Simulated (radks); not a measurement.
The numbers below are computed, except where a source is named.
Valence configurations of neutral tungsten (all share [Xe]). Code: a radial shooting solver on a logarithmic mesh with Libxc functionals. Model: Dirac Kohn-Sham, PBE, spin-unpolarised, spherical densities, finite nucleus; open shells fill j = l - 1/2 first; Fermi nuclear charge, rms radius 5.3658 fm. Energies are relative to 4f14 5d4 6s2; eigenvalues in eV.

| valence | E (eV) | e(4f5/2) | e(4f7/2) | e(5d3/2) | e(5d5/2) | e(6p1/2) |
|---|---|---|---|---|---|---|
| 4f14 5d4 6s2 | 0.000 | -33.791 | -31.555 | -4.648 | - | - |
| 4f14 5d5 6s1 | 1.941 | -31.942 | -29.705 | -3.508 | -2.858 | - |
| 4f14 5d4 6s1.5 6p0.5 | 1.991 | -34.469 | -32.232 | -5.250 | - | -2.007 |
| 4f14 5d3 6s2 6p1 | 3.812 | -37.632 | -35.394 | -7.328 | - | -2.653 |
| 4f14 5d4 6s1 6p1 | 4.032 | -35.109 | -32.873 | -5.812 | - | -2.312 |
| 4f14 5d6 | 4.340 | -30.532 | -28.296 | -2.669 | -2.073 | - |
| 4f14 5d2.5 6s2 6p1.5 | 6.374 | -39.643 | -37.404 | -8.688 | - | -3.111 |
| 4f14 5d2 6s2 6p2 | 9.393 | -41.706 | -39.465 | -10.059 | - | -3.555 |
| 4f13 5d5 6s2 | 31.559 | -42.863 | -40.534 | -5.793 | -4.954 | - |
| 4f13 5d4 6s2 6p1 | 35.700 | -46.737 | -44.407 | -8.617 | - | -2.680 |

NIST lists [Xe] 4f14 5d4 6s2 as the ground configuration; this level of theory agrees among the configurations tried. The energies are those of spherical spin-averaged densities, not of single terms.
